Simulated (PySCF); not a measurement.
In(Cl)2(OMe) (CH3Cl2InO), SMILES C[O][In]([Cl])[Cl].

Geometry: r2SCAN-D4/def2-SVP. The structure was generated by enumeration; whether it is a known compound was not checked. The def2 effective core potentials stand for the cores of In; spin–orbit coupling is left out. Other conformers were not sampled.

Two levels are set side by side: TDA-PBE/def2-SVPD (PySCF) and TDA-B3LYP/def2-SVPD (PySCF). Vertical, same geometry. The lowest singlet is HOMO→LUMO 100 % with PBE and HOMO→LUMO 99 % with the other functional; states are paired by order. Differences are taken from unrounded values.

| quantity | TDA-B3LYP |
|---|---|
| lowest singlet excitation (eV) | 3.72 |
| lowest triplet excitation (TDA) (eV) | 3.38 |
| first bright state (f over 0.05) (eV) | 4.51 |
| its oscillator strength | 0.07 |

Problem. What does TDA-PBE give, and how far is it from TDA-B3LYP? (Estimate from the structure and the level; the computed values follow.)

Solution. 
```tsv
quantity	TDA-PBE	TDA-PBE minus TDA-B3LYP
lowest singlet excitation (eV)	3.15	-0.57
lowest triplet excitation (TDA) (eV)	2.83	-0.55
first bright state (f over 0.05) (eV)	4.02	-0.49
its oscillator strength	0.05	-0.01
```

A lower first singlet is the usual sign of a functional without exact exchange. Differences between two approximate levels are no errors against the true value.

Rough cost on one machine, each run with all the roots and properties that it gave: TDA-B3LYP against TDA-PBE about 2 times.
